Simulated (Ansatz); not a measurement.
(LiI)3 ring (Li3I3) was relaxed with PBE0-D4 (def2-SVP) in Ansatz in these states: charge +1 doublet, neutral singlet. The geometries follow in no particular order.

In the def2 sets I takes a core potential; there is no spin–orbit coupling.

A:

```xyz
6

Li    0.3663    1.9483   -0.7217
I     1.5863    0.3784   -2.3297
Li    0.8105   -1.6677   -1.0069
I    -0.4937   -2.6260    0.9727
Li   -1.1770   -0.2807    1.7286
I    -1.0925    2.2478    1.3569
```

B:

Cartesian coordinates in Å:
```
Li 1.530 1.366 0.980
I 1.614 -1.271 0.751
Li 0.699 -1.294 -1.733
I -1.737 -0.168 -1.651
Li -1.068 -0.705 1.017
I -1.037 2.071 0.637
```

Task: Judge from the bond lengths which geometry belongs to which state (an estimate).

Result: A is the neutral singlet (I4–Li5 2.557 Å, Li5–I6 2.557 Å, Li3–I4 2.557 Å); B is the charge +1 doublet (I4–Li5 2.803 Å, Li5–I6 2.802 Å, Li3–I4 2.685 Å).

In the charge 1 doublet, I4 and I6 lie 3.28 Å apart (atoms count from 1), so these atoms are partly bonded to each other.
